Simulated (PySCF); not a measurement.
An element was calculated at UHF (PySCF 2.14, spin-free X2C, a quadruple-zeta basis, no spin-orbit coupling), in the ground configurations that NIST lists.

```
electron affinity          : 1.056 eV
first ionisation energy    : 7.731 eV
second ionisation energy   : 18.348 eV
third ionisation energy    : 26.959 eV
polarisability of the atom : 38.0 bohr³
```

**Question.** Which element is it?

**Answer.** Tellurium (Te, Z = 52), in aug-cc-pVQZ-DK3. NIST lists 9.010, 18.6 ± 0.4, 27.84 ± 0.04 eV for these ionisation energies.
